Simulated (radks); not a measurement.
All-electron atom: Kr7+ in [Ar] 3d10 4s1.

Method: non-relativistic Kohn-Sham, LB94 model potential, spin-polarised, spherical densities, point nucleus; open shells are filled with parallel spins first; computed with a radial shooting solver on a logarithmic mesh with Libxc functionals.

Energy parts (eV):
kinetic: 74758.100
electron-nucleus: -175144.351
Hartree: 28341.071
(The LB94 potential has no energy functional, so no total or exchange-correlation energy is given.)

Orbitals (lengths in bohr, moments of r in powers of bohr; <r^-3> diverges for s and p1/2; r(max) is where P^2 peaks; r(90%) holds 90 % of the orbital's charge):
| orbital | occ. | eigenvalue (eV) | <r^-3> | r(max) | <1/r> | r(90%) |
|---|---|---|---|---|---|---|
| 1s up | 1 | -14117.73 | - | 0.02804 | 35.53 | 0.0754 |
| 1s down | 1 | -14117.47 | - | 0.02804 | 35.53 | 0.0754 |
| 2s up | 1 | -1952.953 | - | 0.1580 | 7.902 | 0.288 |
| 2s down | 1 | -1952.820 | - | 0.1580 | 7.902 | 0.288 |
| 2p up | 3 | -1782.672 | 1406 | 0.1248 | 7.902 | 0.262 |
| 2p down | 3 | -1782.566 | 1406 | 0.1248 | 7.902 | 0.262 |
| 3s up | 1 | -380.7577 | - | 0.4769 | 2.621 | 0.802 |
| 3s down | 1 | -380.7294 | - | 0.4771 | 2.617 | 0.804 |
| 3p down | 3 | -319.8424 | 205.7 | 0.4672 | 2.520 | 0.828 |
| 3p up | 3 | -319.7970 | 206.4 | 0.4669 | 2.525 | 0.825 |
| 3d down | 5 | -210.3056 | 27.93 | 0.4065 | 2.308 | 0.886 |
| 3d up | 5 | -210.1178 | 28.11 | 0.4062 | 2.315 | 0.880 |
| 4s down | 0 | -130.4729 | - | 1.226 | 1.030 | 1.89 |
| 4s up | 1 | -128.3689 | - | 1.228 | 1.024 | 1.90 |

The highest occupied level is 4s up at -128.37 eV. The configuration is held as typed, so some empty levels lie below it. For comparison, the ionisation energy in NIST's Atomic Spectra Database is 125.80 eV (measured). In exact Kohn-Sham theory the highest level is minus the ionisation energy, but local and semilocal functionals leave it too shallow, through self-interaction and a potential that decays too fast; potentials with the right tail come closer. The electron density at the nucleus is 3.226e+04 e/bohr^3.
